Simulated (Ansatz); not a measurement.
A single Dy atom.

Basis set: def2-TZVPP. Charge 0. Computed with Ansatz (development build ahead of 0.2.0); the lowest solution found for each multiplicity.

Problem. How do the multiplicities compare at this shape? Give, from the lowest of each method, HF (unrestricted) for 5, 7.

Solution.

| method | multiplicity | E (eV) | <S²> |
| --- | --- | --- | --- |
| HF, unrestricted | 5 | 0.792 | 7.15 |
| HF, unrestricted | 7 | 0.000 | 12.07 |

Caution for HF, unrestricted: no wide search was run, a lower solution can exist; the unrestricted determinant is a mixture of spin states.
